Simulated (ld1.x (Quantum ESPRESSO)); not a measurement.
**Reading a pseudo-wave (Se (Z = 34))**

Columns: radius, all-electron u(r) and pseudo u(r) of the 4s shell (level -17.29 eV) of selenium in the configuration [Ar] 3d10 4s2 4p4; PBE, scalar-relativistic, TM semilocal scheme, ld1.x (Quantum ESPRESSO) 7.5.

```tsv
r (bohr)	all-electron	pseudo
0.072	-0.0877	-0.0182
0.145	-0.2435	-0.0374
0.217	-0.0536	-0.0579
0.290	0.1976	-0.0811
0.362	0.3576	-0.1073
0.435	0.4029	-0.1382
0.507	0.3541	-0.1739
0.580	0.2432	-0.2163
0.652	0.1022	-0.2649
0.725	-0.0515	-0.3212
0.798	-0.2016	-0.3842
0.870	-0.3378	-0.4514
0.942	-0.4578	-0.5213
1.015	-0.5609	-0.5917
1.088	-0.6455	-0.6578
1.160	-0.7114	-0.7153
1.232	-0.7614	-0.7622
1.305	-0.7976	-0.7977
1.378	-0.8211	-0.8211
1.450	-0.8333	-0.8333
1.522	-0.8362	-0.8362
1.595	-0.8312	-0.8312
1.668	-0.8195	-0.8195
1.740	-0.8027	-0.8027
1.812	-0.7817	-0.7817
1.885	-0.7570	-0.7570
```

Question: How many radial nodes do the two functions have?

Answer: The all-electron 4s function has n − l − 1 = 3 (the table is too coarse to show those close to the nucleus); the pseudo-wave has 0, since the states of the same l below it are removed with the core.

Question: At about which radius was the pseudo-wave matched?

Answer: 1.40 bohr. The columns agree to 0.0005 from 1.30 bohr on; several derivatives are matched, so the curves merge somewhat inside the radius.

Question: Where does each function peak?

Answer: Outermost all-electron maximum near 1.52 bohr, pseudo maximum near 1.52 bohr (to the table’s step).

Question: Is the pseudo-wave norm-conserving?

Answer: Yes: the TM semilocal scheme keeps the norm inside the radius equal to the all-electron one, which fixes the energy derivative of the logarithmic derivative at the level.
